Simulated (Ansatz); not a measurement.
Geometry optimisation, Ansatz 0.2.0, RKS B3LYP-D4/6-31G*.

input.yaml

```yaml
crystal:
  periodic: [false, false, false]
  atoms:
    - { symbol: Al, position_ang: [-1.670327, 1.058072, 0.144974] }
    - { symbol: Si, position_ang: [1.324739, -0.95523, -0.052579] }
    - { symbol: Cl, position_ang: [-2.163098, 1.187335, -1.896189] }
    - { symbol: Cl, position_ang: [-0.920079, 2.786524, 1.080408] }
    - { symbol: H, position_ang: [-0.005484, -0.446561, 0.247664] }
    - { symbol: H, position_ang: [-1.821536, -0.257217, 0.913916] }
    - { symbol: H, position_ang: [2.064401, 0.040521, -0.866579] }
    - { symbol: H, position_ang: [2.023364, -1.190275, 1.23518] }
    - { symbol: H, position_ang: [1.167921, -2.22327, -0.806896] }
basis:
  gaussian: { orbitals: "6-31G*" }
hamiltonian:
  xc: b3lyp
  dispersion: d4
relax:
  f_tol: 0.03
  max_steps: 50
output:
  orbitals: {}
```

Run as:

```bash
$ ansatz run input.yaml --threads 2 --pin off --max-ram 3072MiB --backend cpu --events-out ev --progress --plain --runs-dir out
```

**Question.** Where does it end, and by what steps?

**Answer.** It converged. After 12 steps the energy has fallen by 0.309 eV; H6 moved furthest, 0.78 Å.

```csv
step,energy less start (eV),largest force component (eV/Å),accepted
0,0.0000,0.846,yes
1,-0.1388,0.342,yes
2,-0.2047,0.534,yes
3,-0.2567,0.339,yes
4,-0.2758,0.165,yes
5,-0.2824,0.053,yes
6,-0.2843,0.034,yes
7,-0.2914,0.061,yes
8,-0.2963,0.072,yes
9,-0.3008,0.229,yes
10,-0.3061,0.088,yes
11,-0.3074,0.115,yes
12,-0.3086,0.025,yes
```

```xyz
9
Properties=species:S:1:pos:R:3
Al -1.536 0.859 0.194
Si 1.283 -0.835 -0.100
Cl -1.665 0.839 -1.920
Cl -0.433 2.444 1.065
H -0.125 -0.550 0.367
H -2.539 0.018 1.059
H 1.739 0.325 -0.890
H 2.080 -1.028 1.132
H 1.195 -2.072 -0.908
```

Whether the end is a true minimum wasn't checked by a vibrational analysis.

Time of the run: 33 s on 2 threads of Intel(R) Xeon(R) Platinum 8375C CPU @ 2.90GHz (Ice Lake), with other jobs on the host, peak memory 0.21 GiB.
